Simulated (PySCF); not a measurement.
Compound: C5H7O3S (doublet state).
Structure used (GFN2-xTB), in Å, numbered top down from 1:
```
atom  x, y, z in Å
C1    -2.818   -0.247   -0.918
C2    -1.862   -0.536    0.184
C3    -0.566   -0.243    0.137
C4     0.357   -0.539    1.227
C5     1.629   -0.242    1.209
S6     2.453    0.547   -0.118
O7     1.985    1.904   -0.196
O8     2.398   -0.292   -1.271
O9     3.978    0.598    0.373
H10   -3.282   -1.171   -1.262
H11   -2.315    0.231   -1.754
H12   -3.614    0.406   -0.560
H13   -2.282   -1.014    1.061
H14   -0.117    0.233   -0.722
H15   -0.078   -1.031    2.090
H16    4.125    1.406    0.867
```

The hyperfine couplings belong to this conformer and change with its torsions.

As a line formula: `C/C=C/C=[C]\S(=O)(=O)O` [radical].

Level of theory: PySCF, UKS B3LYP, pcH-1 on C H O S, non-relativistic, mean-field spin-orbit, GIAO. Geometry: GFN2-xTB, one conformer, isolated molecule. Couplings are sensitive to structure, and on GFN2-xTB geometries they can be far from those on DFT ones. Stability of the SCF solution: not tested.

Question: Predict the first-order ENDOR lines of H15, H14, H10/H11/H12 and H13 under fast tumbling at B = 1214.9 mT (Q band).

Answer: ν± = |νn ± a/2|, one line for each electron-spin manifold; νn = |g_N| × 7.62259 MHz/T × B.

```
     nuclei  isotope     g_N  νn (MHz)  a_iso (MHz)  lower line (MHz)  upper line (MHz)
        H15       1H  5.5857     51.73        91.88              5.79             97.67
        H14       1H  5.5857     51.73        -6.20             48.63             54.83
H10/H11/H12       1H  5.5857     51.73        -3.91             49.77             53.68
        H13       1H  5.5857     51.73         3.55             49.95             53.50
```

Question: Which pairs are centred on the nuclear Larmor frequency, and which on half the coupling?

Answer: Centred on νn, since |a| < 2νn: H15, H14, H10/H11/H12 and H13. No pair has |a| > 2νn.

Question: At what field would the lower line of H15 fall to zero frequency?

Answer: Where νn = |a|/2, that is B = 45.94 MHz/(5.5857 × 7.62259 MHz/T) = 1080 mT, as far as first order holds there.

Means are taken over nuclei equivalent by connectivity, which assumes that they swap fast. The three 1H nuclei of mean -3.9 MHz run from -6.3 to 0.2 MHz in the frozen geometry.

The largest Mulliken spin populations are on C5 (+0.95), C4 (-0.14) and C3 (+0.09). No atom but C5 exceeds +0.15.
